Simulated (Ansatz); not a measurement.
InO3H3, relaxed as a singlet with RKS PBE0-D4/def2-SVP in Ansatz, starting from the GFN1-xTB geometry. Force threshold 0.02 eV/Å.

In the def2 sets In takes a core potential; there is no spin–orbit coupling. The structure holds 1 bond(s) between oxygen atoms. Another isomer (singlet) lies 3.42 eV lower at PBE0-D4/def2-TZVP; other spin states weren't run for this one.

Start:

```xyz
7

In    0.451    0.061   -0.852
O    -1.847   -0.837    0.600
O    -0.608   -0.136    0.859
O     2.117    0.959   -0.342
H    -2.277   -0.774    1.467
H     2.193    1.181    0.589
H    -0.029   -0.453   -2.320
```

```tsv
step	energy (eV)	largest force component (eV/Å)	SCF passes
1	-11349.7007	0.866	26
2	-11349.7503	0.157	31
3	-11349.7542	0.059	31
4	-11349.7550	0.046	32
5	-11349.7556	0.209	31
6	-11349.7563	0.344	32
7	-11349.7612	0.026	31
8	-11349.7617	0.137	32
9	-11349.7620	0.092	33
10	-11349.7623	0.019	32
```

Force components are those of the run's own axes.

End:

```xyz
7

In    0.4192    0.0672   -0.7848
O    -1.7008   -1.0212    0.6873
O    -0.5653   -0.1919    0.9769
O     2.1224    1.0110   -0.3727
H    -2.3767   -0.5921    1.2285
H     2.2246    1.1647    0.5741
H    -0.1233   -0.4377   -2.3094
```

By distances, no bond broke or formed. The bond that changes most is In1–H7, from 1.63 to 1.70 Å (atoms count from 1).

No frequencies were taken in this run, so the end may be a saddle point.

Run time 12 s (4 threads of Arm Neoverse V2 on a shared host).
